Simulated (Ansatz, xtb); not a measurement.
**Ranking isomers of ClH4N2OSb**

9 gas-phase structures of ClH4N2OSb, found in a search over its isomers (lower ones may exist). Each was relaxed with GFN2-xTB; where two conformers were screened, the lower at r2SCAN-D4/def2-SVP is listed:

A. a singlet given by its coordinates
B. `[NH2][Sb]([Cl])[NH]O`, a singlet
C. a singlet given by its coordinates
D. `N[O][Sb]([NH2])[Cl]`, a singlet
E. `ON[NH][SbH][Cl]`, a singlet
F. `N[NH][Sb]([OH])[Cl]`, a singlet
G. `[NH2][Sb]([NH2])(=[O])[Cl]`, a singlet
H. `[NH3+][N-][Sb]([OH])[Cl]`, a singlet
I. `NN[O][SbH][Cl]`, a singlet

C (Å):

```xyz
9

Cl   -1.3497   -1.4262   -3.7956
N     0.3483   -0.0963   -1.2000
N    -0.5533   -1.1612   -0.8092
O     1.4836   -2.2366   -2.6530
Sb   -0.3073   -2.7535   -2.1425
H    -0.0947    0.3307   -2.0140
H     0.3287    0.6007   -0.4580
H    -0.2328   -1.4909    0.0977
H     1.6354   -1.3231   -2.3836
```

Close contacts (Å): Cl1–Sb5 2.36, N2–N3 1.45, N3–Sb5 2.09, O4–Sb5 1.93, N2–H6 1.02, N2–H7 1.02, N3–H8 1.02, O4–H9 0.96, Sb5–H9 2.42.

A (Å):

| atom | x (Å) | y (Å) | z (Å) |
| --- | --- | --- | --- |
| Cl | -2.4196 | -2.7230 | -1.3148 |
| N | 0.2290 | 0.6146 | -0.9636 |
| N | -0.3833 | -0.3323 | -0.2797 |
| O | -2.0915 | -1.4284 | 1.5776 |
| Sb | -2.8522 | -0.7016 | -0.1136 |
| H | 0.3307 | 0.3364 | -1.9409 |
| H | -0.2860 | -0.1967 | 0.7272 |
| H | -0.2277 | -1.3188 | -0.5262 |
| H | -2.6927 | -1.9990 | 2.0522 |

Close contacts (Å): Cl1–Sb5 2.39, N2–N3 1.32, N3–Sb5 2.50, O4–Sb5 1.99, N2–H6 1.02, N3–H7 1.02, N3–H8 1.03, O4–H9 0.96.

**Question.** Which do you expect lowest at r2SCAN-D4/def2-SVP, and how would the others follow?

**Answer.** Calculated order at r2SCAN-D4/def2-SVP: F (0.0), C (2.2), D (11.7), B (21.4), H (26.0), G (31.7), A (33.8), I (40.1), E (44.0) kcal/mol. CCSD(T)/def2-SVP + ΔMP2/def2-TZVPP after further relaxation puts C lowest instead.

Energies above the lowest of each column, in kcal/mol; the last columns are at PBE0-D3(BJ)/def2-SVP geometries and were run for some of them only (a dash: not run or not comparable):

| structure | GFN2-xTB | HF/STO-3G | r2SCAN-D4/def2-SVP | PBE0-D3(BJ)/def2-SVP | CCSD(T)/def2-SVP + ΔMP2/def2-TZVPP |
| --- | --- | --- | --- | --- | --- |
| F | 0.8 | 7.7 | 0.0 | 2.5 | 1.3 |
| C | 0.0 | 3.2 | 2.2 | 0.0 | 0.0 |
| D | 15.8 | 0.0 | 11.7 | 16.6 | – |
| B | 21.6 | 4.9 | 21.4 | – | – |
| H | 30.4 | 68.0 | 26.0 | – | – |
| G | 28.7 | 73.8 | 31.7 | – | – |
| A | 31.1 | 96.2 | 33.8 | – | – |
| I | 35.2 | 24.4 | 40.1 | – | – |
| E | 39.1 | 23.8 | 44.0 | – | – |

CCSD(T)/def2-SVP + ΔMP2/def2-TZVPP puts C lowest of those it was run on; HF/STO-3G picks D, r2SCAN-D4/def2-SVP picks F. CCSD(T)/def2-SVP + ΔMP2/def2-TZVPP orders those it was run on as C (0.0), F (1.3) kcal/mol. Some further structures that were screened fall inside this span and aren't listed. Flexible structures stand in one conformer each, not always the lowest. Frequencies (PBE0-D3(BJ)/def2-SVP) were run for C, F alone. Atoms past krypton carry core potentials in the def2 sets, without spin–orbit terms. ΔMP2 is the change of the MP2 energy from the smaller to the larger basis.

Over these structures GFN2-xTB departs from r2SCAN-D4/def2-SVP by 2.9 kcal/mol on average once a common shift is removed. A GFN2-xTB relaxation took about 0.19 s and the r2SCAN-D4/def2-SVP energy about 2.5 s on a shared host (Ansatz 0.2.0, xtb 6.7.1).
